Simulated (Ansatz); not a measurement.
FHSi (SMILES F[SiH]) moved off its minimum; all values from Ansatz (a quantum-chemistry and plane-wave program), cores frozen in correlated methods.
(charge 0, multiplicity 1)
```xyz
3

Si    -0.1982    -0.3442     0.4599
H     -0.9921    -1.1912    -0.5632
F      0.4532     0.6808    -0.6388
```

Give the forces (eV/Å), the total energy and the dipole at CCSD(T)/aug-cc-pV(T+d)Z.


```json
[
 {"atom": "Si1", "Fx": "0.100", "Fy": "0.234", "Fz": "-0.619"},
 {"atom": "H2", "Fx": "0.120", "Fy": "0.121", "Fz": "0.197"},
 {"atom": "F3", "Fx": "-0.220", "Fy": "-0.355", "Fz": "0.422"}
]
```
Energy -389.4035 hartree, dipole 1.15 D.

Doubts at one or more of the structures used: a restricted determinant that unrestricted orbitals would lower (CCSD(T)/aug-cc-pV(T+d)Z).
